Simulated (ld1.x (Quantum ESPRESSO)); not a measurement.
## iron (Fe): excitation energies, all-electron against TM

* Element: iron (Fe)
* Generator: ld1.x (Quantum ESPRESSO) 7.5
* Type: norm-conserving Troullier–Martins (Kleinman–Bylander form)
* Functional: PBE
* Relativity: fully relativistic
* Frozen core: [Ar]
* Valence charge: 8
* Reference configuration: 3d6 4s2 4p0
* Partial waves: 4s (bound): rc 2.65 bohr; 4p (bound, empty): rc 3.15 bohr; 3d (bound): rc 1.65 bohr
* Local potential: all-electron potential smoothed inside 1.50 bohr (lloc = -2)
* Core correction: a·sin(br)/r model core inside 1.65 bohr

Open shells are filled in proportion to 2j + 1 (rel_dist='average').

Energies are relative to the spin-unpolarised reference configuration 3d6 4s2 4p0; without spin polarisation the order of configurations can differ from experiment. The frozen-core shift is the all-electron ΔE with the core orbitals held at their reference shape minus the fully relaxed ΔE.

| valence configuration | charge | ΔE all-electron (eV) | error AE − PS (meV) | frozen-core shift (meV) |
| --- | --- | --- | --- | --- |
| 3d6 4s1 4p0 | +1 | 8.729 | -0.6 | +1.5 |
| 3d6 4s0 4p0 | +2 | 24.932 | -23 | +7.3 |
| 3d5 4s0 4p0 | +3 | 59.155 | -185 | +281 |
| 3d4 4s0 4p0 | +4 | 112.243 | -874 | +1583 |
| 3d6 4s0 4p1 | +1 | 13.783 | +2.1 | +3.2 |
| 3d6 4s0 4p2 | 0 | 8.454 | +0.2 | +2.0 |

(1) What are ΔE and the potential's error for 3d5 4s2 4p1?

Levels in the configuration 3d6 4s0 4p2:

```csv
level,all-electron (eV),pseudo (eV)
3d j=3/2,-10.732,-10.738
3d j=5/2,-10.577,-10.583
4p j=1/2,-2.802,-2.798
4p j=3/2,-2.742,-2.738
```

Results:

(1) ΔE = 8.746 eV all-electron; the error (AE − PS) is -53 meV.

These tests converged, but a pseudo level misses the all-electron one widely, so the file describes the atom poorly there or has found another state: 3d4 4s0 4p0: empty 4s by 5.6 eV (a node warning on the way).
